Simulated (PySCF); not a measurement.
## Bond energies at PBE0/def2-SVP beside a composite method

PySCF, lowest determinants of a PBE0 search. The composite is CCSD(T) extrapolated to the basis-set limit from two correlation-consistent sets, with core-valence (CV) and scalar-relativistic (SR) terms as its label shows; it has no spin–orbit coupling and nothing beyond (T).

| species | state (unpaired electrons) | De PBE0 (eV) | De composite (eV) | composite | dissociates to |
| --- | --- | --- | --- | --- | --- |
| BCl | singlet (closed shell) | 5.38 | 5.34 | CCSD(T)/CBS(TQ)+CV+SR | B + Cl |
| ZnI | doublet (σ ↑) | 1.58 | 1.22 | CCSD(T)/CBS(DT) | Zn + I |
| RbS | doublet (π ↑) | 2.52 | 2.64 | CCSD(T)/CBS(DT) | Rb + S |
| SrS | singlet (closed shell) | 3.60 | 3.39 | CCSD(T)/CBS(DT)+CV | Sr + S |
| PbCl | doublet (π ↑) | 3.69 | 3.73 | CCSD(T)/CBS(DT) | Pb + Cl |
| GeF | doublet (π ↑) | 5.13 | 5.29 | CCSD(T)/CBS(DT) | Ge + F |
| TlS | doublet (π ↑) | 2.98 | 2.97 | CCSD(T)/CBS(DT) | Tl + S |
| InI | singlet (closed shell) | 3.64 | 3.61 | CCSD(T)/CBS(DT) | In + I |

Task: Does PBE0 bind more or less than the composite, by how much on average, and where is the difference largest?

Result: PBE0/def2-SVP binds more on average, method and basis taken together: the mean signed difference is +0.04 eV and the mean absolute one 0.12 eV; it is largest for ZnI (+0.36 eV).

The molecules are drawn from runs that passed checks on state, spin purity and fit, so the hardest cases are missing and the errors look smaller than over all diatomics.

Correlated steps freeze the inner cores (5 to 19 orbitals); shallow outer-core shells are correlated. Spin–orbit coupling is left out, which matters for elements this heavy, above all for dissociation energies. Where the molecule has an RHF reference, its open-shell atoms are computed with UHF. The CCSD T1 diagnostic is raised in SrS, a sign that a single reference may not be enough there. States were picked by a PBE0 search and need not be the measured ground states.
